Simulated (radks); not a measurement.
Values are calculated unless marked as measured or tabulated.
Task: These are the eigenvalues of the occupied orbitals of an atom or ion with whole-number occupations (eV). Level of theory: non-relativistic Kohn-Sham, LB94 model potential, spin-polarised, spherical densities, point nucleus (a radial shooting solver on a logarithmic mesh with Libxc functionals).

| orbital | eigenvalue |
|---|---|
| 1s down | -5885.810 |
| 1s up | -5884.612 |
| 2s up | -1054.804 |
| 2s down | -1048.932 |
| 2p up | -971.3944 |
| 2p down | -965.5615 |

Which element is it, and in what charge state? The configuration may be excited. Open shells, if any, are filled with parallel spins first.

Result: Z = 23, vanadium, charge +14: V14+ in [He] 2s2 2p5. The list shows which subshells hold electrons but not how many an open one holds; the 1s level, -216.3 hartree, gives Z - s = 20.8 by -(Z - s)^2/2, which with screening narrows Z to a few neighbours, and the depths of the outer levels then fix element, charge and occupations together.
